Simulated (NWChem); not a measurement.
Species: C$_{3}$H$_{4}$ClFSi; SMILES ClC(F)=C=C[SiH3]

All runs: NWChem. Geometry: optimised at B3LYP/6-31G* (spherical d).

Among these, which level gives the highest value of “dipole (D)”?
A. BLYP/def2-TZVP
B. PBE0/def2-TZVP
C. CAM-B3LYP/def2-TZVP
D. PBE/def2-TZVP

C, CAM-B3LYP/def2-TZVP. Values: PBE/def2-TZVP 1.74; BLYP/def2-TZVP 1.76; PBE0/def2-TZVP 1.94; CAM-B3LYP/def2-TZVP 2.04
